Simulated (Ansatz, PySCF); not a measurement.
Ways to break one bond of CN[SiH3]:

A. CN[SiH3] -> C[N][SiH3] + H atom
B. CN[SiH3] -> [NH][SiH3] + [CH3] (CH3)
C. CN[SiH3] → [SiH3] (SiH3) + C[NH]
D. CN[SiH3] → CN[SiH2] + H atom
E. CN[SiH3] -> [CH2]N[SiH3] + H atom

Quantity: bond dissociation energy (enthalpy at 298 K, with B3LYP-D3(BJ) rigid-rotor harmonic-oscillator terms from PySCF), kcal/mol. Structures are relaxed separately at B3LYP-D3(BJ)/def2-TZVP in Ansatz (a quantum-chemistry and plane-wave program), one conformer each, not searched for the lowest. Correlated levels leave the core frozen unless marked. Open shells are spin-unrestricted. Spin-orbit coupling is left out. No relativistic terms. Basis-set limits of correlation are two-point, X^-3; Hartree-Fock from the larger set. [CCSD(T)-MP2]/basis is that difference in the basis named.

|  | HF/aug-cc-pV(D+d)Z (Ansatz) | CCSD/aug-cc-pV(D+d)Z (Ansatz) | CCSD(T)/aug-cc-pV(D+d)Z (Ansatz) | RI-MP2/CBS(aug-cc-pV(T+d)Z,aug-cc-pV(Q+d)Z)+[CCSD(T)-MP2]/aug-cc-pV(T+d)Z (Ansatz) |
|---|---|---|---|---|
| A | 73.4 | 97.9 | 98.5 | 104.6 |
| B | 52.6 | 80.9 | 83.1 | 89.0 |
| C | 62.9 | 85.0 | 86.6 | 96.6 |
| D | 70.6 | 86.1 | 85.9 | 90.8 |
| E | 68.9 | 88.4 | 88.7 | 92.5 |
